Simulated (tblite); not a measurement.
Input of a run (GFN2-xTB geometry optimisation, gas phase (tblite 0.8.0)), started from a force field or distance geometry:
```
{"job": {"kind": "relax", "xc": "GFN2-xTB", "basis": "xTB"}, "charge": 0, "multiplicity": 1}
C      3.169200     0.712800    -0.630900
C      2.519300    -0.021800     0.280000
C      1.327500    -0.777100    -0.163800
P     -0.221700    -0.300000     0.718500
C     -1.589800    -1.372700     0.059300
C     -2.683400    -0.386000     0.027300
C     -2.397200     0.875100     0.024600
C     -0.974700     1.281600     0.053600
H      2.732700     0.697600    -1.638700
H      4.040900     1.288600    -0.377400
H      2.885800    -0.066700     1.309100
H      1.529200    -1.851900     0.051000
H      1.145900    -0.672400    -1.244700
H     -1.788800    -2.236300     0.707100
H     -1.287600    -1.659300    -0.965300
H     -3.748400    -0.744400     0.027000
H     -3.196800     1.662100     0.014900
H     -0.809300     2.112600     0.742900
H     -0.662700     1.467400    -0.986800
```

Output (eV, eV/Å):
```
step      E/eV     max force
  0    -626.60839    3.129
  1    -626.82064    2.363
  2    -626.94374    0.872
  3    -627.01271    0.819
  4    -627.04650    0.626
  5    -627.06539    0.433
  6    -627.08268    0.356
  7    -627.10197    0.319
  8    -627.11459    0.347
  9    -627.13294    0.426
 10    -627.14451    0.294
 11    -627.15338    0.202
 12    -627.16103    0.198
 13    -627.16846    0.189
 14    -627.17427    0.156
 15    -627.17805    0.123
 16    -627.18035    0.121
 17    -627.18211    0.116
 18    -627.18381    0.102
 19    -627.18572    0.097
 20    -627.18763    0.120
 21    -627.18914    0.089
 22    -627.19024    0.070
 23    -627.19126    0.076
 24    -627.19254    0.113
 25    -627.19418    0.136
 26    -627.19617    0.132
 27    -627.19857    0.125
 28    -627.20138    0.124
 29    -627.20403    0.103
 30    -627.20580    0.088
 31    -627.20692    0.077
 32    -627.20797    0.076
 33    -627.20942    0.090
 34    -627.21115    0.107
 35    -627.21280    0.095
 36    -627.21425    0.089
 37    -627.21590    0.095
 38    -627.21825    0.126
 39    -627.22121    0.138
 40    -627.22412    0.149
 41    -627.22714    0.133
 42    -627.23099    0.137
 43    -627.23543    0.177
 44    -627.23969    0.145
 45    -627.24319    0.126
 46    -627.24541    0.229
 47    -627.24885    0.217
 48    -627.25246    0.165
 49    -627.25765    0.224
 50    -627.26013    0.136
 51    -627.26271    0.107
 52    -627.26647    0.200
 53    -627.27014    0.112
 54    -627.27686    0.114
 55    -627.28208    0.127
 56    -627.28616    0.132
 57    -627.29061    0.165
 58    -627.29786    0.186
 59    -627.30349    0.186
 60    -627.31179    0.181
 61    -627.31685    0.219
 62    -627.32653    0.180
 63    -627.33397    0.232
 64    -627.33988    0.262
 65    -627.34352    0.133
 66    -627.34737    0.129
 67    -627.35064    0.154
 68    -627.35456    0.208
 69    -627.35878    0.169
 70    -627.36195    0.130
 71    -627.36400    0.090
 72    -627.36602    0.077
 73    -627.36719    0.083
 74    -627.36834    0.073
 75    -627.36962    0.072
 76    -627.37107    0.077
 77    -627.37264    0.092
 78    -627.37423    0.090
 79    -627.37558    0.065
 80    -627.37647    0.055
 81    -627.37708    0.046
 82    -627.37757    0.044
 83    -627.37805    0.041
 84    -627.37843    0.035
 85    -627.37870    0.033
 86    -627.37890    0.027
 87    -627.37906    0.027
 88    -627.37918    0.025
 89    -627.37927    0.020
 90    -627.37932    0.018
 91    -627.37936    0.016
 92    -627.37939    0.015
 93    -627.37944    0.014
 94    -627.37949    0.016
 95    -627.37955    0.018
 96    -627.37961    0.016
 97    -627.37965    0.014
 98    -627.37968    0.014
 99    -627.37972    0.016
100    -627.37976    0.018
101    -627.37982    0.020
102    -627.37987    0.015
103    -627.37991    0.017
104    -627.37995    0.022
105    -627.38001    0.019
106    -627.38007    0.017
107    -627.38011    0.019
108    -627.38015    0.019
109    -627.38021    0.020
110    -627.38029    0.022
111    -627.38039    0.023
112    -627.38050    0.026
113    -627.38060    0.032
114    -627.38070    0.030
115    -627.38081    0.020
116    -627.38090    0.021
117    -627.38098    0.032
118    -627.38107    0.027
119    -627.38117    0.022
120    -627.38126    0.018
121    -627.38130    0.012
122    -627.38132    0.011
123    -627.38133    0.008
```

Q: Summarise the run.

A: The energy falls by 17.8 kcal/mol over 123 L-BFGS steps, the largest force on an atom goes from 3.13 to 0.008 eV/Å, and the atoms move by 0.879 Å rms after alignment. Among the bonds, C6–H16 and C7–H17 change most and about equally (-0.044 to -0.043 Å). Bonds longer at the end by more than 0.005 Å: 6 of 19; shorter: 10. Among the angles that change most is C3–P4–C8, from 112.7° to 96.8°. Among the dihedrals that turn most is C3–P4–C5–H15, from -26° to 42°. The energy never rose by more than 1e-5 eV on the way. The first step brought 27 % of the lowering.

Q: What are the final bond lengths?

A: C1=C2 1.322 Å, C2–C3 1.486 Å, C3–P4 1.880 Å, P4–C5 1.872 Å, C5–C6 1.497 Å, C6=C7 1.321 Å, C7–C8 1.497 Å, P4–C8 1.868 Å, C1–H9 1.079 Å, C1–H10 1.077 Å, C2–H11 1.083 Å, C3–H12 1.094 Å, C3–H13 1.093 Å, C5–H14 1.095 Å, C5–H15 1.093 Å, C6–H16 1.079 Å, C7–H17 1.079 Å, C8–H18 1.095 Å, C8–H19 1.094 Å. Numbering counts from 1 in the input's order; the species is `C=CCP1CC=CC1`.

Its GFN2-xTB frequencies are all real (lowest 58 cm⁻¹). One conformer, not necessarily the lowest.

These are computed values.
